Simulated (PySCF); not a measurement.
Compound: C5H8OS.
SMILES: `C=CCOC(C)=S`

Torsions of this conformer, `[CH2:1]=[CH:2][CH2:3][O:4][C:5]([CH3:6])=[S:7]`: C1–C2–C3–O4 130°, C2–C3–O4–C5 177°, C3–O4–C5–C6 -179°.

The closed-shell ground state was solved at several levels (PySCF, density fitting, gas phase, non-relativistic). One conformer (not necessarily the lowest) at the PBE0-D3(BJ)/def2-SVP geometry, without solvent, vibrations or thermal averaging.

```tsv
level	basis functions	total energy (Eh)	HOMO (eV)	LUMO (eV)	gap (eV)	dipole (D)
PBE0/def2-SVPD	214	-667.9703	-6.56	-1.36	5.20	2.47
KT3/pcSseg-1	166	-675.6905	-5.33	-2.10	3.23	2.36
```

Q: Estimate the row for PBE0/pcSseg-1, a basis of 166 functions; the other rows only guide the guess.

A: Total energy -668.2213 Eh, HOMO -6.52 eV, LUMO -1.24 eV, gap 5.28 eV, dipole 2.43 D.

Q: Over all these levels, which gives the widest orbital gap and which the narrowest?

A: PBE0/pcSseg-1 (global hybrid, 25 % exact exchange) has the widest, 5.28 eV, and KT3/pcSseg-1 (GGA) the narrowest, 3.23 eV. The two share the basis. From the narrowest to the widest the HOMO moves by -1.19 eV and the LUMO by +0.86 eV.

Q: How far do the dipole and the HOMO energy spread over the levels?

A: The dipole runs from 2.36 to 2.47 D (mean 2.42 D) and the HOMO from -6.56 to -5.33 eV.
